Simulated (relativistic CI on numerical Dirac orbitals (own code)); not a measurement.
## Hyperfine structure of Br II, mass number 79

Calculated at this level of theory: Dirac-Coulomb-Breit CI, KLI orbitals optimised for each configuration, QED by a radiative potential, valence Slater integrals scaled by 0.85, P86 correlation energy added to each configuration (own radial code, finite nucleus).

CI space (outside the closed core [Ar] 3d10): 4s2 4p4, 4s2 4p3 5s, 4s 4p5, 4s2 4p3 4d, 4s2 4p3 5p, 4p6, 4s2 4p3 6s, 4s 4p4 4d, 4s2 4p3 5d, 4s2 4p3 6p, 4s2 4p3 4f, 4s2 4p3 6d, 4s2 4p3 5f, 4s2 4p3 5g, 4s2 4p3 6f, 4s2 4p2 4d2, 4s2 4p 4d2 5s, 4s2 4p 4d3, 4s2 4p 4d2 5p, 4s2 4p 4d2 6s, 4s 4p2 4d3. Double excitations out of closed p, d and f shells are left out; levels of such configurations are missing from the list, as are those of other unlisted configurations, and high levels can miss mixing partners. These lack a partner that the ground configuration has and come out too high: 4s2 4p3 5d, 4s2 4p3 6p, 4s2 4p3 4f, 4s2 4p3 6d, 4s2 4p3 5f.

Nuclear spin I = 3/2, μ = 2.1046 μN, Q = 0.3087 b (tables of Stone and Pyykkö). The electronic factors are computed for point nuclear moments, without core polarisation; leaving it out makes A of s and p electrons in near-neutral atoms 20 to 40 % too small, and it can dominate for d and f shells.

```json
{"Level": "4s2 4p4 3P_2", "E (cm⁻¹)": "0.0", "A (MHz)": "1146", "B (MHz)": "412"}
{"Level": "4s2 4p4 3P_1", "E (cm⁻¹)": "3052.7", "A (MHz)": "-126.3", "B (MHz)": "-209"}
{"Level": "4s2 4p4 1D_2", "E (cm⁻¹)": "12541.9", "A (MHz)": "2225", "B (MHz)": "-846"}
{"Level": "4s2 4p3 5s 5S°_2", "E (cm⁻¹)": "98384.3", "A (MHz)": "991.7", "B (MHz)": "-1.48"}
{"Level": "4s 4p5 3P°_2", "E (cm⁻¹)": "102318.1", "A (MHz)": "5385", "B (MHz)": "-357"}
{"Level": "4s2 4p3 5s 3S°_1", "E (cm⁻¹)": "103359.3", "A (MHz)": "-927.2", "B (MHz)": "4.03"}
{"Level": "4s 4p5 3P°_1", "E (cm⁻¹)": "104588.6", "A (MHz)": "5110", "B (MHz)": "183"}
{"Level": "4s2 4p3 4d 5D°_3", "E (cm⁻¹)": "108454.0", "A (MHz)": "32.69", "B (MHz)": "6.17"}
```

Levels with J = 0, under 50 % of one LS term, or S terms without an open s electron are left out. Small factors come from cancelling terms and can be off by tens of per cent or more.

For a near-neutral ion this model can misplace configurations by up to about 10,000 cm⁻¹ (more where the count of f electrons changes) and terms by 10 to 25 % of their spread. Rates follow the energies as ν³ (E1, M1) or ν⁵ (E2), so they and the lifetimes can be off by large factors. The fine structure of a lone outer electron comes out too small, for d and f at times inverted, and misplaced configurations move strength between like terms. 25 of the 28 excited levels that our extract of the measured tables holds in this range could be paired (the sources list more); they are missed by 4054 cm⁻¹ on average and 5885 at most, and levels without a partner can miss by more.

Give the hyperfine levels of 4s2 4p4 3P_2 relative to its centre of gravity.

With K = F(F + 1) − I(I + 1) − J(J + 1), E = AK/2 + B[¾K(K + 1) − I(I + 1)J(J + 1)]/[2I(2I − 1)J(2J − 1)]: F = 1/2: -4797, F = 3/2: -3438, F = 5/2: -830.2, F = 7/2: 3541 MHz.

LS names give the leading component of a level, which can be under half, so a name can repeat, a term be missing and a line seem to break the LS rules.
